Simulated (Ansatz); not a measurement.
Steps of a relaxation of C₆H₁₈N₂O₂Zr, SMILES `C[O][Zr]([O]C)([N](C)C)[N](C)C` with RKS PBE0-D4/def2-TZVP.

```sh
$ ansatz run in.yaml --threads 10 --pin off --events-out ev --progress --plain --max-ram 110592MiB --backend cuda --devices 0, --max-vram 75GiB
```

```yaml
crystal:
  periodic: [false, false, false]
  atoms:
    - {symbol: C, position_ang: [-0.316780, -1.980530, -2.023000]}
    - {symbol: O, position_ang: [-0.024680, -0.633920, -1.827890]}
    - {symbol: Zr, position_ang: [-0.032580, -0.034240, -0.015430]}
    - {symbol: O, position_ang: [-1.695320, -0.518820, 0.788880]}
    - {symbol: C, position_ang: [-2.832640, -0.032970, 0.151120]}
    - {symbol: N, position_ang: [0.314120, 1.962980, -0.013450]}
    - {symbol: C, position_ang: [-0.522300, 2.635130, -0.995690]}
    - {symbol: C, position_ang: [0.050680, 2.497960, 1.315360]}
    - {symbol: N, position_ang: [1.459750, -0.834830, 1.098550]}
    - {symbol: C, position_ang: [2.726000, -0.671930, 0.397720]}
    - {symbol: C, position_ang: [1.203730, -2.246520, 1.341380]}
    - {symbol: H, position_ang: [-0.945260, -2.388770, -1.200420]}
    - {symbol: H, position_ang: [0.610070, -2.581330, -2.094730]}
    - {symbol: H, position_ang: [-0.866620, -2.114200, -2.969920]}
    - {symbol: H, position_ang: [-2.672730, 0.079780, -0.944600]}
    - {symbol: H, position_ang: [-3.675390, -0.728870, 0.301410]}
    - {symbol: H, position_ang: [-3.137360, 0.945920, 0.570530]}
    - {symbol: H, position_ang: [-1.605680, 2.588570, -0.739030]}
    - {symbol: H, position_ang: [-0.255710, 3.705280, -1.069810]}
    - {symbol: H, position_ang: [-0.362630, 2.173990, -1.980470]}
    - {symbol: H, position_ang: [0.308890, 3.570870, 1.361630]}
    - {symbol: H, position_ang: [0.669170, 1.960620, 2.048010]}
    - {symbol: H, position_ang: [-1.021250, 2.406430, 1.607650]}
    - {symbol: H, position_ang: [2.895370, 0.396510, 0.206290]}
    - {symbol: H, position_ang: [2.750830, -1.223520, -0.570790]}
    - {symbol: H, position_ang: [3.562080, -1.053000, 1.010780]}
    - {symbol: H, position_ang: [1.245470, -2.855220, 0.408330]}
    - {symbol: H, position_ang: [1.956840, -2.666600, 2.031990]}
    - {symbol: H, position_ang: [0.213920, -2.358750, 1.805600]}
basis:
  gaussian: {orbitals: def2-TZVP}
hamiltonian: {xc: pbe0, dispersion: d4}
relax: {f_tol: 0.005, max_steps: 150}
```

Positions (Å) and forces (eV/Å) along the path, 6 of 58 steps:

```xyz
29
step=1 energy=-14863.0363 eV
C    -0.317   -1.981   -2.023   -0.022   -0.619   -0.536
O    -0.025   -0.634   -1.828    0.052   -0.424   -1.187
Zr   -0.033   -0.034   -0.015    1.385    0.909    0.857
O    -1.695   -0.519    0.789   -1.104   -0.294    0.555
C    -2.833   -0.033    0.151   -0.805    0.113    0.044
N     0.314    1.963   -0.013   -0.869    0.716    0.210
C    -0.522    2.635   -0.996    0.215    0.155   -0.055
C     0.051    2.498    1.315    0.146    0.092   -0.035
N     1.460   -0.835    1.099    0.579   -0.875   -0.409
C     2.726   -0.672    0.398    0.073    0.031    0.171
C     1.204   -2.247    1.341    0.105    0.051    0.214
H    -0.945   -2.389   -1.200    0.192   -0.029   -0.303
H     0.610   -2.581   -2.095   -0.312    0.099    0.058
H    -0.867   -2.114   -2.970    0.044   -0.047    0.264
H    -2.673    0.080   -0.945   -0.195    0.035    0.303
H    -3.675   -0.729    0.301    0.159    0.172   -0.153
H    -3.137    0.946    0.571    0.051   -0.270   -0.214
H    -1.606    2.589   -0.739    0.288    0.077   -0.161
H    -0.256    3.705   -1.070   -0.094   -0.197   -0.079
H    -0.363    2.174   -1.980   -0.149    0.192    0.073
H     0.309    3.571    1.362   -0.019   -0.197    0.099
H     0.669    1.961    2.048   -0.153    0.181    0.017
H    -1.021    2.406    1.608    0.341    0.096    0.003
H     2.895    0.397    0.206    0.123   -0.190   -0.047
H     2.751   -1.224   -0.571    0.111    0.186    0.282
H     3.562   -1.053    1.011   -0.079    0.135   -0.155
H     1.245   -2.855    0.408   -0.031    0.083    0.340
H     1.957   -2.667    2.032   -0.200   -0.007   -0.095
H     0.214   -2.359    1.806    0.169   -0.173   -0.060
29
step=4 energy=-14863.8705 eV
C    -0.324   -2.109   -2.300    0.005    0.089   -0.059
O    -0.125   -0.790   -1.865   -0.110   -0.213    0.025
Zr   -0.087   -0.067   -0.049    0.091    0.056    0.058
O    -1.841   -0.515    0.693   -0.147    0.060   -0.162
C    -3.109   -0.090    0.266    0.015   -0.076    0.068
N     0.090    1.975    0.006   -0.262    0.321   -0.014
C    -0.510    2.814   -1.014    0.078    0.007    0.185
C     0.105    2.606    1.315   -0.014   -0.008   -0.178
N     1.466   -0.982    0.929    0.213   -0.351   -0.037
C     2.816   -0.688    0.481   -0.130   -0.089    0.084
C     1.324   -2.336    1.433    0.131    0.139   -0.045
H    -0.917   -2.695   -1.580    0.039    0.071   -0.039
H     0.633   -2.627   -2.442   -0.008    0.041   -0.027
H    -0.864   -2.121   -3.254    0.034    0.031    0.015
H    -3.135    0.103   -0.818    0.031   -0.028    0.081
H    -3.862   -0.858    0.478    0.044    0.012    0.026
H    -3.411    0.833    0.776    0.010   -0.037    0.030
H    -1.573    3.039   -0.806    0.135    0.007   -0.017
H     0.011    3.783   -1.106   -0.023   -0.138    0.013
H    -0.455    2.324   -1.992   -0.020    0.006    0.002
H     0.648    3.567    1.302   -0.023   -0.153   -0.029
H     0.611    1.958    2.042   -0.035    0.049   -0.007
H    -0.913    2.814    1.696    0.152   -0.002   -0.060
H     2.889    0.359    0.163    0.029   -0.058    0.001
H     3.125   -1.324   -0.370   -0.023    0.080    0.145
H     3.559   -0.839    1.284   -0.134    0.052   -0.065
H     1.532   -3.099    0.659    0.006    0.080    0.108
H     2.012   -2.534    2.273   -0.093    0.066   -0.085
H     0.307   -2.501    1.804    0.009   -0.016   -0.017
29
step=21 energy=-14864.3351 eV
C    -0.250   -1.498   -3.252    0.015   -0.030   -0.045
O    -0.383   -0.793   -2.066   -0.007    0.000   -0.006
Zr   -0.376   -0.208   -0.222    0.001   -0.002    0.005
O    -1.991   -0.661    0.746   -0.006   -0.002    0.001
C    -3.230   -0.773    1.355   -0.038   -0.015    0.016
N    -0.002    1.804   -0.283    0.000    0.000    0.000
C     0.124    2.676   -1.420    0.009    0.005   -0.013
C     0.108    2.507    0.972    0.012    0.001    0.014
N     1.167   -1.027    0.858    0.000    0.002   -0.005
C     2.529   -0.567    0.751    0.001    0.000    0.004
C     1.040   -2.143    1.760    0.000   -0.001   -0.001
H    -0.990   -2.307   -3.316    0.039    0.044    0.001
H     0.751   -1.943   -3.340   -0.063    0.025    0.004
H    -0.403   -0.833   -4.113    0.010   -0.039    0.045
H    -4.025   -0.914    0.610    0.040    0.007    0.038
H    -3.249   -1.635    2.035    0.000    0.047   -0.032
H    -3.467    0.125    1.940    0.004   -0.037   -0.023
H    -0.652    3.457   -1.427    0.012   -0.007   -0.001
H     1.098    3.191   -1.431   -0.020   -0.008   -0.001
H     0.036    2.109   -2.350    0.002    0.010    0.016
H     1.082    3.011    1.073   -0.025   -0.010    0.000
H     0.016    1.816    1.819    0.001    0.015   -0.016
H    -0.673    3.274    1.088    0.010   -0.006    0.000
H     2.597    0.296    0.082    0.000    0.000    0.001
H     3.199   -1.348    0.359    0.001    0.000    0.000
H     2.931   -0.257    1.729    0.000    0.000    0.000
H     1.630   -3.012    1.429    0.000    0.000   -0.001
H     1.387   -1.886    2.774   -0.001   -0.001   -0.001
H    -0.003   -2.461    1.842    0.001    0.000   -0.001
29
step=23 energy=-14864.3370 eV
C    -0.272   -1.515   -3.240    0.017   -0.017   -0.027
O    -0.399   -0.791   -2.064   -0.002   -0.001    0.002
Zr   -0.377   -0.201   -0.221    0.001   -0.004    0.007
O    -1.986   -0.656    0.756    0.002    0.007   -0.005
C    -3.224   -0.768    1.368   -0.019   -0.004    0.017
N    -0.003    1.810   -0.283    0.001   -0.005   -0.009
C     0.151    2.678   -1.420    0.006    0.007   -0.009
C     0.083    2.515    0.971    0.007    0.007    0.018
N     1.176   -1.023    0.844    0.001   -0.001   -0.001
C     2.532   -0.541    0.771   -0.001   -0.003    0.005
C     1.052   -2.167    1.711    0.000    0.007   -0.007
H    -1.070   -2.262   -3.329    0.026    0.023   -0.004
H     0.693   -2.038   -3.283   -0.048    0.025    0.002
H    -0.336   -0.847   -4.108    0.004   -0.030    0.027
H    -4.006   -1.000    0.634    0.017    0.005    0.021
H    -3.213   -1.572    2.116   -0.004    0.027   -0.019
H    -3.499    0.165    1.877    0.003   -0.031   -0.014
H    -0.620    3.463   -1.444    0.007   -0.005    0.001
H     1.128    3.187   -1.413   -0.012   -0.006    0.000
H     0.078    2.109   -2.350    0.001    0.004    0.011
H     1.058    3.012    1.095   -0.017   -0.007   -0.002
H    -0.034    1.827    1.818    0.001    0.007   -0.011
H    -0.695    3.288    1.067    0.006   -0.004   -0.001
H     2.598    0.340    0.126   -0.003    0.001    0.001
H     3.219   -1.302    0.368    0.003    0.000    0.000
H     2.915   -0.253    1.763    0.001   -0.002    0.000
H     1.659   -3.017    1.364    0.002   -0.001   -0.001
H     1.379   -1.935    2.737    0.001    0.000    0.000
H     0.013   -2.503    1.768    0.001    0.002   -0.002
29
step=25 energy=-14864.3383 eV
C    -0.288   -1.529   -3.229    0.009   -0.006   -0.009
O    -0.411   -0.792   -2.061   -0.002   -0.008   -0.005
Zr   -0.377   -0.196   -0.220    0.003   -0.003    0.001
O    -1.983   -0.645    0.767   -0.009    0.006   -0.001
C    -3.217   -0.761    1.386   -0.011   -0.007    0.011
N    -0.001    1.814   -0.287    0.003    0.013   -0.002
C     0.174    2.680   -1.423   -0.001   -0.008    0.011
C     0.060    2.521    0.968   -0.002   -0.007   -0.012
N     1.183   -1.019    0.832    0.013   -0.001    0.003
C     2.535   -0.520    0.794   -0.009   -0.002    0.003
C     1.060   -2.190    1.664    0.001    0.010   -0.008
H    -1.131   -2.222   -3.346    0.028    0.020   -0.006
H     0.640   -2.116   -3.233   -0.038    0.022   -0.002
H    -0.273   -0.863   -4.101   -0.001   -0.029    0.024
H    -3.988   -1.070    0.669    0.023    0.011    0.028
H    -3.178   -1.511    2.186   -0.006    0.028   -0.025
H    -3.527    0.193    1.830    0.002   -0.034   -0.012
H    -0.596    3.466   -1.463    0.003    0.000    0.000
H     1.151    3.187   -1.400   -0.002    0.001    0.000
H     0.116    2.109   -2.353    0.001    0.000    0.003
H     1.033    3.017    1.110   -0.004    0.000    0.000
H    -0.075    1.835    1.813    0.000    0.001   -0.003
H    -0.719    3.295    1.047    0.003   -0.001    0.000
H     2.599    0.382    0.179   -0.003   -0.004    0.003
H     3.235   -1.260    0.377   -0.001    0.002    0.003
H     2.901   -0.260    1.800   -0.001   -0.004   -0.003
H     1.681   -3.023    1.299   -0.001    0.002    0.001
H     1.371   -1.986    2.701   -0.001   -0.003   -0.005
H     0.024   -2.538    1.696    0.002    0.001   -0.001
29
step=58 energy=-14864.3513 eV
C    -0.563   -1.620   -3.106    0.000   -0.002   -0.001
O    -0.552   -0.820   -1.976    0.000    0.002    0.002
Zr   -0.404   -0.077   -0.190    0.003   -0.001   -0.003
O    -1.981   -0.352    0.904    0.003    0.001   -0.003
C    -2.975   -0.829    1.743   -0.003   -0.002    0.005
N     0.033    1.912   -0.298   -0.001   -0.001   -0.002
C     0.689    2.532   -1.421    0.000    0.000    0.001
C    -0.343    2.863    0.717    0.000    0.002    0.001
N     1.198   -0.945    0.747   -0.001    0.001    0.001
C     2.417   -0.381    1.258    0.000    0.000    0.000
C     1.121   -2.369    0.949    0.001   -0.001    0.001
H    -1.518   -2.149   -3.205    0.000    0.000    0.000
H     0.239   -2.367   -3.071   -0.001    0.001    0.000
H    -0.420   -1.014   -4.009    0.000    0.000    0.000
H    -3.704   -1.433    1.189    0.000    0.000    0.000
H    -2.555   -1.451    2.543    0.000    0.000    0.000
H    -3.515    0.002    2.212    0.000    0.001    0.000
H     0.054    3.294   -1.897    0.000    0.000    0.000
H     1.625    3.028   -1.122    0.000    0.000    0.000
H     0.940    1.789   -2.184    0.000    0.000    0.000
H     0.535    3.378    1.136    0.000    0.000    0.000
H    -0.859    2.367    1.544    0.000    0.000    0.000
H    -1.018    3.638    0.323    0.000    0.000    0.000
H     2.440    0.697    1.088    0.000    0.000    0.000
H     3.305   -0.818    0.774    0.000    0.000    0.000
H     2.526   -0.554    2.341    0.000    0.000    0.000
H     1.940   -2.905    0.443    0.000    0.000    0.000
H     1.161   -2.641    2.015    0.000    0.000    0.000
H     0.182   -2.776    0.552    0.000    0.000    0.000
```

Run time 89 s (10 threads of an AMD EPYC 7R13 on a shared host and a whole NVIDIA H100 80 GB); peak host memory 2.5 GiB.
